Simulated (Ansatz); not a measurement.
Reaction (redistribution): `C[Si](O)([SiH3])S` + `SBS` → `C[SiH](O)[SiH3]` + `SB(S)S`

Program: Ansatz. Geometries: PBE0-D4/def2-TZVP. ΔE: electronic, gas phase. CBS: MP2 limit from def2 TZ/QZ plus the TZ coupled-cluster correction, frozen cores. Each species was taken in one conformer, which may not be the lowest.

```csv
species,HF/def2-TZVPP energy (Eh)
`C[Si](O)([SiH3])S`,-1092.96496
`SBS`,-821.58120
`C[SiH](O)[SiH3]`,-695.37884
`SB(S)S`,-1219.15701
```

(1) Work out ΔE.

Largest T1 diagnostic among the species: 0.014.

Results:

(1) ΔE = (-695.37884) + (-1219.15701) − (-1092.96496) − (-821.58120) = 0.01031 Eh = +0.28 eV. CCSD(T)/CBS gives +0.26 eV.

In def2-TZVPP, CCSD(T) changes the Hartree–Fock value by −0.03 eV (the triples alone add −0.00 eV) and MP2 by −0.04 eV.
